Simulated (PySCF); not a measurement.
Delta-SCF ions had no search for a lower state. Excitations are Tamm–Dancoff values on a coarser integration grid. The basis has no diffuse functions, so Rydberg states are missing or too high.

Z-matrix (Å, degrees):
```
Si
O 1 1.5690
H 2 0.9684 1 129.27
H 1 1.4639 2 113.68 3 -179.97
H 1 1.4700 4 125.29 2 -179.98
```
Charge +1, spin multiplicity 1.

Q: Estimate the total energy, brightest of the four lowest singlets (TDA), HOMO–LUMO gap, T1 excitation (TDA), vertical ionisation energy (Delta-SCF), HOMO, LUMO and S1 excitation (TDA) that PBE-D3(BJ)/def2-TZVP // r2SCAN-D4/def2-TZVP (PySCF) returns for this input.

A: 
The total energy is -366.0432 Ha and the brightest of the four lowest singlets (TDA) comes out as 7.36 eV. The HOMO–LUMO gap comes out as 5.43 eV and the T1 excitation (TDA) is 5.10 eV. The vertical ionisation energy (Delta-SCF) comes out as 19.16 eV and the HOMO comes out as -15.24 eV. The LUMO comes out as -9.81 eV and the S1 excitation (TDA) comes out as 5.61 eV.
